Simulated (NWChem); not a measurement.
System: CH₅FOSi₂; SMILES O=C([SiH3])[SiH2]F

NWChem input:

```
start job
memory heap 200 mb stack 900 mb global 1100 mb
geometry units angstroms
  O     -0.375863    -0.810572    -1.819002
  C     -0.269655    -0.298511    -0.719225
  Si    -1.860549     0.338686     0.188541
  Si     1.474149    -0.133079     0.086184
  F      1.175620     0.522732     1.531856
  H     -1.660165     1.768896     0.415087
  H     -3.005086     0.072106    -0.674804
  H     -1.938514    -0.392510     1.451561
  H      2.080828    -1.425630     0.346214
  H      2.310163     0.818785    -0.622599
end
basis spherical
  * library def2-svp
end
dft
  xc pbe0
  iterations 150
end
driver
  maxiter 120
end
task dft optimize
task dft freq
```

Parts of the log:

```
             Northwest Computational Chemistry Package (NWChem) 7.3.0
             --------------------------------------------------------

 C1  symmetry detected

                             Geometry "geometry" -> ""
                             -------------------------

 Output coordinates in angstroms (scale by  1.889725989 to convert to a.u.)

  No.       Tag          Charge          X              Y              Z
 ---- ---------------- ---------- -------------- -------------- --------------
    1 O                    8.0000    -1.78788157    -0.93393795    -0.02120429
    2 C                    6.0000    -0.66408994    -0.46513172    -0.00362120
    3 Si                  14.0000     0.86285844    -1.66068196     0.00592334
    4 Si                  14.0000    -0.43452779     1.44896612     0.01722223
    5 F                    9.0000     1.16755463     1.65032420    -0.02707246
    6 H                    1.0000     1.61161517    -1.36227016     1.22546884
    7 H                    1.0000     0.35946967    -3.02914826    -0.01122848
    8 H                    1.0000     1.64502183    -1.34426822    -1.18741166
    9 H                    1.0000    -0.95392384     2.07475413    -1.18485107
   10 H                    1.0000    -0.87921157     2.03433034     1.26899813

 Effective nuclear repulsion energy (a.u.)     277.8948518165

                                Z-matrix (autoz)
                                --------

 Units are Angstrom for bonds and degrees for angles

      Type          Name      I     J     K     L     M      Value
      ----------- --------  ----- ----- ----- ----- ----- ----------
    1 Stretch                  1     2                       1.21778
    2 Stretch                  2     3                       1.93933
    3 Stretch                  2     4                       1.92793
    4 Stretch                  3     6                       1.46184
    5 Stretch                  3     7                       1.45822
    6 Stretch                  3     8                       1.46149
    7 Stretch                  4     5                       1.61529
    8 Stretch                  4     9                       1.45133
    9 Stretch                  4    10                       1.45167
   10 Bend                     1     2     3               119.29698
   11 Bend                     1     2     4               119.48813
   12 Bend                     2     3     6               106.35262
   13 Bend                     2     3     7               107.85880
   14 Bend                     2     3     8               106.49279
   15 Bend                     2     4     5               103.97891
   16 Bend                     2     4     9               112.11838
   17 Bend                     2     4    10               111.91255
   18 Bend                     3     2     4               121.21481
   19 Bend                     5     4     9               106.16987
   20 Bend                     5     4    10               106.09320
   21 Bend                     6     3     7               112.22219
   22 Bend                     6     3     8               111.27647
   23 Bend                     7     3     8               112.22977
   24 Bend                     9     4    10               115.51275
   25 Torsion                  1     2     3     6        -120.56444
   26 Torsion                  1     2     3     7           0.00852
   27 Torsion                  1     2     3     8         120.66733
   28 Torsion                  1     2     4     5        -177.62615
   29 Torsion                  1     2     4     9         -63.36109
   30 Torsion                  1     2     4    10          68.29203
   31 Torsion                  3     2     4     5           2.47885
   32 Torsion                  3     2     4     9         116.74392
   33 Torsion                  3     2     4    10        -111.60296
   34 Torsion                  4     2     3     6          59.33075
   35 Torsion                  4     2     3     7         179.90371
   36 Torsion                  4     2     3     8         -59.43748

                           NWChem Geometry Optimization
                           ----------------------------

 maximum gradient threshold         (gmax) =   0.000450
 rms gradient threshold             (grms) =   0.000300
 maximum cartesian step threshold   (xmax) =   0.001800
 rms cartesian step threshold       (xrms) =   0.001200
 fixed trust radius                (trust) =   0.300000
 source of zmatrix                         =   autoz

          -------------------
          Energy Minimization
          -------------------

 Using diagonal initial Hessian
 Scaling for Hessian diagonals: bonds = 1.00  angles = 0.25  torsions = 0.10

          --------
          Step   0

                                 NWChem DFT Module
                                 -----------------

 Summary of "ao basis" -> "ao basis" (spherical)
 ------------------------------------------------------------------------------
       Tag                 Description            Shells   Functions and Types
 ---------------- ------------------------------  ------  ---------------------
 O                          def2-svp                 6       14   3s2p1d
 C                          def2-svp                 6       14   3s2p1d
 Si                         def2-svp                 8       18   4s3p1d
 F                          def2-svp                 6       14   3s2p1d
 H                          def2-svp                 3        5   2s1p

            General Information
            -------------------
          SCF calculation type: DFT
          Wavefunction type:  closed shell.
          No. of atoms     :    10
          No. of electrons :    56
           Alpha electrons :    28
            Beta electrons :    28
          Charge           :     0
          Spin multiplicity:     1
          Use of symmetry is: off; symmetry adaption is: off
          Maximum number of iterations: 150
          AO basis - number of functions:   103
                     number of shells:    49
          Convergence on energy requested:  1.00D-06
          Convergence on density requested:  1.00D-05
          Convergence on gradient requested:  5.00D-04

              XC Information
              --------------
                         PBE0 Method XC Functional
                     Hartree-Fock (Exact) Exchange  0.250
          PerdewBurkeErnzerhof Exchange Functional  0.750
            Perdew 1991 LDA Correlation Functional  1.000 local
           PerdewBurkeErnz. Correlation Functional  1.000 non-local

             Grid Information
             ----------------
          Grid used for XC integration:  medium
          Radial quadrature: Mura-Knowles
          Angular quadrature: Lebedev.
          Tag              B.-S. Rad. Rad. Pts. Rad. Cut. Ang. Pts.
          ---              ---------- --------- --------- ---------
          O                   0.60       49          10.0       434
          C                   0.70       49           8.0       434
          Si                  1.10       88          11.0       590
          F                   0.50       49          12.0       434
          H                   0.35       45          13.0       434
          Grid pruning is: on
          Number of quadrature shells:   548
          Spatial weights used:  Erf1

      Superposition of Atomic Density Guess
      -------------------------------------

 Sum of atomic energies:        -791.58195948

[...]

      ----------------------
      Optimization converged
      ----------------------

  Step       Energy      Delta E   Gmax     Grms     Xrms     Xmax
  ---- ---------------- -------- -------- -------- -------- --------
@   14    -794.35811245 -1.1D-07  0.00010  0.00002  0.00081  0.00178
                                     ok       ok       ok       ok

                                Z-matrix (autoz)
                                --------

 Units are Angstrom for bonds and degrees for angles

      Type          Name      I     J     K     L     M      Value     Gradient
      ----------- --------  ----- ----- ----- ----- ----- ---------- ----------
    1 Stretch                  1     2                       1.21495    0.00010
    2 Stretch                  2     3                       1.94876    0.00001
    3 Stretch                  2     4                       1.93350   -0.00001
    4 Stretch                  3     6                       1.49385   -0.00002
    5 Stretch                  3     7                       1.48979   -0.00002
    6 Stretch                  3     8                       1.49390   -0.00002
    7 Stretch                  4     5                       1.63057   -0.00002
    8 Stretch                  4     9                       1.48755   -0.00000
    9 Stretch                  4    10                       1.48761   -0.00001
   10 Bend                     1     2     3               121.84605   -0.00001
   11 Bend                     1     2     4               116.25956   -0.00000
   12 Bend                     2     3     6               108.23544    0.00000
   13 Bend                     2     3     7               109.55787   -0.00002
   14 Bend                     2     3     8               108.15643   -0.00000
   15 Bend                     2     4     5               107.66558   -0.00001
   16 Bend                     2     4     9               109.64482    0.00001
   17 Bend                     2     4    10               109.63011    0.00001
   18 Bend                     3     2     4               121.89438    0.00001
   19 Bend                     5     4     9               109.11345    0.00000
   20 Bend                     5     4    10               109.10269    0.00000
   21 Bend                     6     3     7               110.98199    0.00001
   22 Bend                     6     3     8               108.85977    0.00000
   23 Bend                     7     3     8               110.96389    0.00001
   24 Bend                     9     4    10               111.59658   -0.00001
   25 Torsion                  1     2     3     6        -121.67468   -0.00000
   26 Torsion                  1     2     3     7          -0.53422   -0.00000
   27 Torsion                  1     2     3     8         120.53572   -0.00001
   28 Torsion                  1     2     4     5        -179.68111    0.00000
   29 Torsion                  1     2     4     9         -61.08914    0.00000
   30 Torsion                  1     2     4    10          61.74802    0.00000
   31 Torsion                  3     2     4     5           0.28562    0.00000
   32 Torsion                  3     2     4     9         118.87759    0.00000
   33 Torsion                  3     2     4    10        -118.28525   -0.00000
   34 Torsion                  4     2     3     6          58.36044   -0.00000
   35 Torsion                  4     2     3     7         179.50090   -0.00000
   36 Torsion                  4     2     3     8         -59.42915   -0.00000

                         Geometry "geometry" -> "geometry"
                         ---------------------------------

 Output coordinates in angstroms (scale by  1.889725989 to convert to a.u.)

  No.       Tag          Charge          X              Y              Z
 ---- ---------------- ---------- -------------- -------------- --------------
    1 O                    8.0000    -1.80133778    -0.84152563    -0.00154135
    2 C                    6.0000    -0.65089513    -0.45096865     0.00465981
    3 Si                  14.0000     0.85495227    -1.68792076    -0.00102961
    4 Si                  14.0000    -0.39830541     1.46590223     0.01947637
    5 F                    9.0000     1.20669979     1.75352972     0.01758991
    6 H                    1.0000     1.68579162    -1.41850387     1.21087576
    7 H                    1.0000     0.34925762    -3.08925958    -0.00037723
    8 H                    1.0000     1.67577074    -1.41646763    -1.21935700
    9 H                    1.0000    -1.00090835     2.05920125    -1.20431233
   10 H                    1.0000    -0.99414031     2.03894946     1.25623903

 Effective nuclear repulsion energy (a.u.)     274.8468366550

[...]

 Rotational Constants
 --------------------
 A=   0.136645 cm-1  (  0.196598 K)
 B=   0.070295 cm-1  (  0.101136 K)
 C=   0.048010 cm-1  (  0.069074 K)

 Temperature                      =   298.15K
 frequency scaling parameter      =   1.0000

 Zero-Point correction to Energy  =   33.395 kcal/mol  (  0.053218 au)
 Thermal correction to Energy     =   38.292 kcal/mol  (  0.061022 au)
 Thermal correction to Enthalpy   =   38.884 kcal/mol  (  0.061965 au)

 Total Entropy                    =   88.026 cal/mol-K
   - Translational                =   39.929 cal/mol-K (mol. weight = 107.9863)
   - Rotational                   =   27.638 cal/mol-K (symmetry #  =        1)
   - Vibrational                  =   20.460 cal/mol-K

 Cv (constant volume heat capacity) =   25.840 cal/mol-K
   - Translational                  =    2.979 cal/mol-K
   - Rotational                     =    2.979 cal/mol-K
   - Vibrational                    =   19.881 cal/mol-K

[normal modes left out]

 ----------------------------------------------------------------------------
 Normal Eigenvalue ||           Projected Infra Red Intensities
  Mode   [cm**-1]  || [atomic units] [(debye/angs)**2] [(KM/mol)] [arbitrary]
 ------ ---------- || -------------- ----------------- ---------- -----------
    1        0.000 ||    0.000013           0.000         0.013       0.003
    2        0.000 ||    0.000061           0.001         0.059       0.013
    3        0.000 ||    0.000012           0.000         0.011       0.002
    4        0.000 ||    0.000015           0.000         0.014       0.003
    5        0.000 ||    0.000035           0.001         0.034       0.008
    6        0.000 ||    0.000001           0.000         0.001       0.000
    7       58.158 ||    0.003885           0.090         3.788       0.831
    8       77.518 ||    0.006299           0.145         6.140       1.348
    9       83.389 ||    0.000082           0.002         0.080       0.017
   10      247.346 ||    0.028111           0.649        27.404       6.015
   11      288.427 ||    0.017291           0.399        16.856       3.700
   12      310.264 ||    0.000052           0.001         0.051       0.011
   13      425.519 ||    0.000392           0.009         0.382       0.084
   14      487.666 ||    0.002150           0.050         2.096       0.460
   15      582.293 ||    0.014666           0.338        14.297       3.138
   16      707.852 ||    0.095281           2.198        92.885      20.388
   17      724.897 ||    0.008883           0.205         8.659       1.901
   18      836.596 ||    0.039205           0.904        38.219       8.389
   19      850.247 ||    0.270178           6.233       263.383      57.811
   20      913.970 ||    0.065030           1.500        63.394      13.915
   21      924.307 ||    0.176526           4.073       172.086      37.772
   22      928.592 ||    0.032472           0.749        31.656       6.948
   23      928.712 ||    0.007472           0.172         7.284       1.599
   24      956.473 ||    0.133207           3.073       129.857      28.503
   25     1759.049 ||    0.100774           2.325        98.240      21.563
   26     2231.976 ||    0.044034           1.016        42.926       9.422
   27     2242.760 ||    0.077768           1.794        75.812      16.640
   28     2261.777 ||    0.110777           2.556       107.991      23.703
   29     2265.333 ||    0.051344           1.185        50.052      10.986
   30     2278.103 ||    0.116021           2.677       113.104      24.826
 ----------------------------------------------------------------------------
```

Level: PBE0/def2-SVP.
